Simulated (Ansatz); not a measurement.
CH$_{6}$Se, singlet: a pair in one relaxed arrangement.

in.yaml

```yaml
crystal:
  periodic: [false, false, false]
  atoms:
    - {symbol: C, position_ang: [-0.097899, -0.002876, -1.508560]}
    - {symbol: H, position_ang: [0.861897, -0.325633, -1.105240]}
    - {symbol: H, position_ang: [-0.003764, 0.154291, -2.582584]}
    - {symbol: H, position_ang: [-0.401406, 0.929350, -1.032289]}
    - {symbol: H, position_ang: [-0.849152, -0.769844, -1.320433]}
    - {symbol: Se, position_ang: [0.566505, 0.444868, 2.182882]}
    - {symbol: H, position_ang: [-0.422311, -0.555565, 1.768206]}
    - {symbol: H, position_ang: [0.346031, 0.125410, 3.598018]}
basis:
  gaussian: {orbitals: "def2-TZVPPD.json"}
hamiltonian: {xc: {name: B3LYP}, dispersion: d4}
```

The basis file named in the input lies beside it (Basis Set Exchange, JSON).

Launched with

```bash
ansatz run in.yaml --threads 4 --pin off --events-out ev --progress --plain --max-ram 9574MiB
```

The run's output (Ansatz 0.2.0):

```
Functional definition: B3LYP
  name "B3LYP"
  cite "Stephens, Devlin, Chabalowski & Frisch, J. Phys. Chem. 98, 11623 (1994) doi:10.1021/j100096a001"
  cite "Becke, Phys. Rev. A 38, 3098 (1988) doi:10.1103/PhysRevA.38.3098"
  cite "Lee, Yang & Parr, Phys. Rev. B 37, 785 (1988) doi:10.1103/PhysRevB.37.785"
  cite "Vosko, Wilk & Nusair, Can. J. Phys. 58, 1200 (1980) doi:10.1139/p80-159"
  parameter a0 = 0.2
  parameter ax = 0.72
  parameter ac = 0.81
  exchange = (1 - a0 - ax)*slater_x + ax*b88_x + a0*exact_x
  correlation = (1 - ac)*vwn_rpa_c + ac*lyp_c
972 factors; their error is unknown
mean field evaluation 1: about -66480.4052 eV, gradient 5.1e1 eV
mean field evaluation 2: about -66478.3704 eV, gradient 5.4e1 eV
mean field evaluation 4: about -66486.1701 eV, gradient 7.4e-1 eV
mean field evaluation 8: about -66486.3891 eV, gradient 4.7e-1 eV
mean field evaluation 16: about -66486.3893 eV, gradient 9.4e-6 eV
mean field -66486.38931884 eV, -2443.3297413742 hartree, gradient 9.4e-6 eV, S^2 0.000000; 0 other end points of the search recorded, 0 dependent functions left out
reference -66486.38960594 eV, -2443.3297519249 hartree; 23, 23 occupied and 173, 173 virtual orbitals, 972 factors
Total energy: -66486.50762778 eV, -2443.3340891473 hartree
```

The run took about 1.8 s on 4 CPU threads of an Arm Neoverse V1 (shared host).
